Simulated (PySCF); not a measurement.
C₄H₄, SMILES C1=CC1=C. Atoms are numbered in the order given.

```xyz
8

C      0.0000     0.0000     1.5957
C      0.0000     0.0000     0.2626
C      0.0000     0.6616    -1.0217
C      0.0000    -0.6616    -1.0217
H      0.0000    -0.9376     2.1554
H      0.0000     0.9376     2.1554
H      0.0000     1.5835    -1.6001
H      0.0000    -1.5835    -1.6001
```

Coordinates come from a B3LYP-D3(BJ)/def2-SVP optimisation.

Method: KT2/pcSseg-1 (PySCF).

GIAO shieldings, no solvent; atoms alike by connectivity are averaged. δ = σ(ref) − σ: ¹³C against TMS (σ = 185.1 ppm); ¹H against TMS (σ = 31.47 ppm), references at their B3LYP-D3(BJ)/def2-TZVP geometries, non-relativistic.

```csv
atoms,nucleus,count,δ (ppm)
"C3, C4",¹³C,2,?
C2,¹³C,1,?
C1,¹³C,1,62.5
"H7, H8",¹H,2,8.29
"H5, H6",¹H,2,4.16
```

Question: Complete the blanks. (The exact figures need the calculation; the answer reports its results.)

Answer: 
- C3, C4, δ (ppm): 135.2
- C2, δ (ppm): 116.6
